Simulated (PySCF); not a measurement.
## Frontier orbitals and the lowest excitations

Species: GaBr₄ (charge -1).
SMILES with atom numbers: `[Br:1][Ga-:2]([Br:3])([Br:4])[Br:5]`

Geometry (PBE0-D3(BJ)/def2-SVP, Å), atoms numbered from 1 in this order:
```
atom  x, y, z in Å
Br1   -1.8413   -0.9282   -1.1392
Ga2   -0.0026    0.0104   -0.0072
Br3   -0.3381    2.3208    0.3106
Br4    1.9542   -0.3254   -1.2679
Br5    0.2450   -1.0719    2.0694
```

Method: PySCF 2.14.0, density-fitted response routines, TDDFT B3LYP/def2-SVPD, vertical, gas phase, core orbitals frozen in the response. The geometry's basis has no diffuse functions, a weakness for an anion. Relativistic effects, spin–orbit coupling among them, are left out although an element past zinc is present.

Frontier orbitals with the atoms that hold most of them (Löwdin shares over 4%, at most four atoms):

```json
{"orbital": "LUMO+2", "ε (eV)": "3.46", "atoms": "Br3 56%, Br1 22%, Br4 10%, Br5 10%"}
{"orbital": "LUMO+1", "ε (eV)": "3.26", "atoms": "Ga2 43%, Br3 14%, Br1 14%, Br4 14%"}
{"orbital": "LUMO", "ε (eV)": "2.00", "atoms": "Ga2 30%, Br3 18%, Br1 18%, Br5 17%"}
{"orbital": "HOMO", "ε (eV)": "-3.86", "atoms": "Br5 39%, Br4 34%, Br1 24%"}
{"orbital": "HOMO-1", "ε (eV)": "-3.88", "atoms": "Br4 33%, Br3 32%, Br5 22%, Br1 13%"}
{"orbital": "HOMO-2", "ε (eV)": "-3.88", "atoms": "Br1 37%, Br3 34%, Br5 18%, Br4 12%"}
{"orbital": "HOMO-3", "ε (eV)": "-4.23", "atoms": "Br3 28%, Br1 26%, Br5 19%, Br4 18%"}
```

(1) The HOMO–LUMO gap is 5.86 eV. Where does the response calculation put the lowest singlet, and from which orbitals?

## Answers

(1) S1 is at 4.98 eV (f = 0.0001), 0.88 eV below the gap, made of HOMO→LUMO (98%). 

Next come S2 at 5.00 eV (f 0.0001), HOMO-2/HOMO-1→LUMO (98%); S3 at 5.00 eV (f 0.0001), HOMO-2/HOMO-1→LUMO (98%); S4 at 5.46 eV (f 0.132), HOMO-3→LUMO (96%); S5 at 5.47 eV (f 0.133), HOMO-4→LUMO (96%).

Orbitals of the list HOMO-3 to LUMO+2 that lie within 0.01 eV of each other are written together with a slash and their weights summed (≥ marks a lower bound); for degenerate orbitals outside that list single weights are arbitrary.
